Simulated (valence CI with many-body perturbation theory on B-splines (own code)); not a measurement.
## Ta51+: calculated level list

Computed by valence CI with perturbative core correlation (CI+MBPT): four valence electrons over a frozen Dirac-Fock core [Ar], a basis of 7 s, 7 p, 8 d, 6 f, 4 g, 1 h functions for each j, with the one-electron correlation potential Σ1, the two-electron term Σ2, the three-electron term Σ3, Breit, model QED; selected CI, second order for the rest, scaled by the run's own slope (own B-spline code, finite nucleus).

The last digits are not significant, and no measured levels were compared; by estimate large intervals hold to a few tenths of a per cent, small ones and those within an open d or f shell to about a per cent. Excitations out of the core, of the other parity, are not computed and may begin above about 236 eV (a cautious bound); beyond it only levels of the ground parity were kept, without lifetimes. Only levels of the ground parity were solved; by the run's estimate the other parity begins above the list, which can be wrong where configurations are misplaced.

Levels 1 to 34 of 34, with energies above the lowest level, (3d3/2^4) J=0. "Leading %" is the weight of the configuration and term that name the level; weights of strongly mixed levels are sums over their largest components and can fall short. In the jj column 3d3/2^4 stands for four electrons in 3d with j = 3/2.

```
No.  Configuration  Term  J  E (eV)  Leading %  Second component      g               Leading jj
  1            3d4    3P  0    0.00         60       26 % 3d4 5D                  3d3/2^4 (99 %)
  2            3d4    5D  1   59.65         57       43 % 3d4 3P  1.490     3d3/2^3 3d5/2 (99 %)
  3            3d4    3F  4   71.40         28       24 % 3d4 1G  1.061     3d3/2^3 3d5/2 (99 %)
  4            3d4    5D  2   74.32         34       18 % 3d4 3D  1.199     3d3/2^3 3d5/2 (94 %)
  5            3d4    3F  3   77.70         30       20 % 3d4 3G  1.116     3d3/2^3 3d5/2 (96 %)
  6            3d4    5D  0  127.84         67       23 % 3d4 1S          3d3/2^2 3d5/2^2 (98 %)
  7            3d4    5D  2  128.51         53       16 % 3d4 3F  1.271   3d3/2^2 3d5/2^2 (96 %)
  8            3d4    3H  4  130.63         40       36 % 3d4 5D  1.140   3d3/2^2 3d5/2^2 (98 %)
  9            3d4    5D  3  132.63         49       31 % 3d4 3G  1.173   3d3/2^2 3d5/2^2 (95 %)
 10            3d4    3H  5  136.28         67       33 % 3d4 3G  1.078  3d3/2^2 3d5/2^2 (100 %)
 11            3d4    1I  6  139.08         53       47 % 3d4 3H  1.067  3d3/2^2 3d5/2^2 (100 %)
 12            3d4    3D  1  141.28         42       40 % 3d4 3P  1.071   3d3/2^2 3d5/2^2 (97 %)
 13            3d4    3F  3  144.45         45       23 % 3d4 3D  1.064   3d3/2^2 3d5/2^2 (98 %)
 14            3d4    3G  4  144.77         54       40 % 3d4 1G  1.027   3d3/2^2 3d5/2^2 (99 %)
 15            3d4    3F  2  146.66         32       30 % 3d4 3D  1.078   3d3/2^2 3d5/2^2 (98 %)
 16            3d4    3F  2  159.06         51       28 % 3d4 3P  0.970   3d3/2^2 3d5/2^2 (97 %)
 17            3d4    3F  4  164.32         66       27 % 3d4 1G  1.179   3d3/2^2 3d5/2^2 (97 %)
 18            3d4    1D  2  176.65         42       32 % 3d4 3P  1.127   3d3/2^2 3d5/2^2 (95 %)
 19            3d4    3P  0  191.92         57       43 % 3d4 1S          3d3/2^2 3d5/2^2 (84 %)
 20            3d4    5D  4  199.22         38       24 % 3d4 3H  1.161     3d3/2 3d5/2^3 (96 %)
 21            3d4    3F  3  200.57         43       31 % 3d4 5D  1.191     3d3/2 3d5/2^3 (98 %)
 22            3d4    3D  1  205.63         49       28 % 3d4 3P  0.997     3d3/2 3d5/2^3 (98 %)
 23            3d4    3G  5  206.34         67       33 % 3d4 3H  1.133    3d3/2 3d5/2^3 (100 %)
 24            3d4    3H  6  206.93         53       47 % 3d4 1I  1.077    3d3/2 3d5/2^3 (100 %)
 25            3d4    3F  2  214.64         46       38 % 3d4 3P  1.058     3d3/2 3d5/2^3 (96 %)
 26            3d4    3D  3  216.60         37       32 % 3d4 1F  1.086     3d3/2 3d5/2^3 (99 %)
 27            3d4    1S  0  224.65         76       19 % 3d4 3P            3d3/2 3d5/2^3 (80 %)
 28            3d4    3F  3  231.42         64       32 % 3d4 1F  1.054    3d3/2 3d5/2^3 (100 %)
 29            3d4    3P  1  231.93         89        9 % 3d4 3D  1.400     3d3/2 3d5/2^3 (99 %)
 30            3d4    1G  4  232.08         65       24 % 3d4 3F  1.045     3d3/2 3d5/2^3 (98 %)
 31            3d4    1D  2  236.19         62       25 % 3d4 3P  1.107     3d3/2 3d5/2^3 (90 %)
 32            3d4    3F  4  276.65         46       21 % 3d4 1G  1.159           3d5/2^4 (98 %)
 33            3d4    1D  2  287.00         33       25 % 3d4 3D  1.101           3d5/2^4 (95 %)
 34            3d4    3P  0  311.77         54       44 % 3d4 1S                  3d5/2^4 (93 %)
```

The ionisation energy to 3d3 4F_3/2 of the next ion comes out as 4745.2 eV (NIST: 4745 ± 4 eV (theoretical)). All 34 levels together are meant to be complete up to 236.15 eV.
